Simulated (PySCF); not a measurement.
Electron correlation in Be²⁺ (beryllium, charge +2)

1s2, closed-shell 1S. All numbers are calculated (PySCF 2.14, the spin-free X2C one-electron Hamiltonian (Gaussian nucleus), in x2c-TZVPPall with one added diffuse shell of s type (6s3p1d, 20 functions)). Frozen: nothing; 2 electrons correlated.

With two correlated electrons CCSD is exact within the correlated space (frozen core and kept virtual orbitals).

```
level  correlation energy (mhartree)
 CCSD                         -30.05
```

Diagnostics: T1 = 0.00064, D1 = 0.0009, largest double amplitude 0.021.

Question: Is a single reference adequate?

Answer: Yes: T1 lies below 0.03 and no double amplitude reaches 0.07.

This basis was not built for core-valence correlation, so the inner-shell part is incomplete.
